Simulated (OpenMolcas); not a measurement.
**3d5 along the 23-electron sequence**

```json
{
  "Program": "OpenMolcas",
  "Method": "MS-CASPT2, IPEA 0.25 Eh, imaginary shift 0.1 Eh",
  "Basis": "ANO-R3",
  "Scalar Hamiltonian": "X2C, finite nucleus",
  "Spin-orbit coupling": "RASSI with atomic mean-field integrals over the reference wave functions, term energies averaged over their components"
}
```

Active space for each ion: 5 electrons in 5 orbitals (3d); closed shells correlated by CASPT2: 3s 3p.

Computed levels in cm-1 above 6S 5/2:

| Level | Fe3+ | Co4+ | Ni5+ | Cu6+ |
| --- | --- | --- | --- | --- |
| 4G 5/2 | 32860 | 37990 | 42840 | 47440 |
| 4G 7/2 | 32890 | 38040 | 42920 | 47570 |
| 4G 11/2 | 32900 | 38060 | 42940 | 47610 |
| 4G 9/2 | 32910 | 38070 | 42970 | 47650 |
| 4P 5/2 | 36220 | 41870 | 47160 | 52100 |
| 4P 3/2 | 36300 | 42000 | 47360 | 52400 |
| 4P 1/2 | 36380 | 42150 | 47600 | 52760 |
| 4D 7/2 | 39530 | 45610 | 51380 | 56900 |
| 4D 1/2 | 39620 | 45750 | 51610 | 57260 |
| weight of 6S in the lowest level (%) | 100 | 100 | 100 | 100 |

Measured, with the error of the calculation in %. Measured levels: Fe3+ from Corliss and Sugar, J. Phys. Chem. Ref. Data 11, 135 (1982); Co4+ from Sugar and Corliss, J. Phys. Chem. Ref. Data 10, 1097 (1981); Ni5+ from Corliss and Sugar, J. Phys. Chem. Ref. Data 10, 197 (1981); Cu6+ from the list in Gamrath, thesis, University of Mons (2023).

| Level | Fe3+ | Co4+ | Ni5+ | Cu6+ |
| --- | --- | --- | --- | --- |
| 4G 11/2 | 32246 (+2.0) | 37218 (+2.3) | 41921 (+2.4) |  |
| 4P 5/2 | 35254 (+2.7) | 40753 (+2.8) | 45884 (+2.8) | 50732 (+2.7) |
| 4P 3/2 | 35333 (+2.7) | 40891 (+2.7) | 46104 (+2.7) | 51067 (+2.6) |
| 4P 1/2 | 35407 (+2.8) | 41024 (+2.7) | 46325 (+2.8) | 51407 (+2.6) |
| 4D 7/2 | 38779 (+1.9) | 44709 (+2.0) | 50331 (+2.1) | 55742 (+2.1) |
| 4D 1/2 | 38897 (+1.9) | 44908 (+1.9) |  | 56210 (+1.9) |

4G 5/2 changes by a factor of 1.44 over the same range, with steps per unit of Z of +5130, +4850, +4600 cm-1.

CASPT2 breaks the degeneracy within a term, and the mean is taken; among the terms shown or strongly mixed into the levels shown the widest spread is 400 cm-1 (3d5 4G, Fe3+). Blocks of more than 70 roots (2S+1 = 2 even) ran without multistate coupling. Computed and measured levels are paired by configuration, term and J; levels that our copy of the source lacks, or whose pairing is in doubt (as where it misses far off the trend of its configuration), stay unpaired and out of the deviations. Only configurations of the active space appear.
